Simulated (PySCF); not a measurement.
A calculated (PBE0, PySCF 2.14, x2c-TZVPPall with one added diffuse shell each of s, p, d, f type, scalar relativity by spin-free X2C-1e) atom or ion has these occupied shells.

```
shell  electrons  orbital energy (eV)  rms radius, mean of both spins (bohr)
 1s α          1             -55483.9                                 0.0236
 1s β          1             -55483.9                                 0.0236
 2s α          1              -9316.5                                 0.0953
 2s β          1              -9316.4                                 0.0953
 2p α          3              -8270.9                                 0.0858
 2p β          3              -8270.9                                 0.0858
 3s α          1              -2099.0                                  0.245
 3s β          1              -2097.6                                  0.245
 3p α          3              -1776.5                                  0.246
 3p β          3              -1775.0                                  0.246
 3d α          5              -1358.1                                  0.225
 3d β          5              -1356.8                                  0.225
 4s α          1              -426.21                                  0.552
 4s β          1              -422.84                                  0.552
 4p α          3              -319.10                                  0.586
 4p β          3              -315.60                                  0.586
 4d α          5              -171.66                                  0.644
 4d β          5              -167.74                                  0.644
 5s α          1              -58.660                                   1.37
 5s β          1              -56.948                                   1.37
 5p α          3              -33.188                                   1.63
 5p β          3              -31.699                                   1.63
 4f α          7              -11.639                                  0.985
 4f β          4               -9.450                                  0.985
 5d α          1               -7.189                                   3.26
```

(1) Name the element and its charge.

Results:

(1) Ho⁺ (holmium, charge +1), in [Xe] 4f11 5d1, one real determinant (an excited configuration).
